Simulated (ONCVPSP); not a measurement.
**Configuration tests for Sc (ONCV)**

* Element: Sc (Z = 21)
* Generator: ONCVPSP 4.0.1
* Type: optimised norm-conserving Vanderbilt (ONCV)
* Functional: LDA (Perdew-Wang 92)
* Relativity: scalar-relativistic
* Frozen core: [Ne]
* Valence charge: 11
* Reference configuration: 3s2 3p6 3d1 4s2
* Partial waves: 3s+4s: rc 2.15 bohr, ncon 4, nbas 7, qcut 4.6 1/bohr, 2 projectors; 3p: rc 1.65 bohr, ncon 3, nbas 6, qcut 8.7 1/bohr, 1 projector; 3d: rc 2.45 bohr, ncon 4, nbas 9, qcut 6 1/bohr, 2 projectors, debl 2.6 Ha
* Local potential: polynomial inside 1.05 bohr (lpopt 1, dvloc0 4 Ha)
* Core correction: none

Energies are relative to the spin-unpolarised reference configuration 3s2 3p6 3d1 4s2; without spin polarisation the order of configurations can differ from experiment.

```csv
valence configuration,charge,ΔE all-electron (eV),error AE − PS (meV)
3s2 3p6 3d0 4s0,+3,45.110,+278
3s2 3p6 3d1 4s0 4p2,0,5.823,+22
```

What are ΔE and the potential's error for 3s2 3p6 3d1 4s1?

ΔE = 7.061 eV all-electron; the error (AE − PS) is -0.6 meV.

What are ΔE and the potential's error for 3s2 3p6 3d1 4s0?

ΔE = 20.016 eV all-electron; the error (AE − PS) is -4.6 meV.
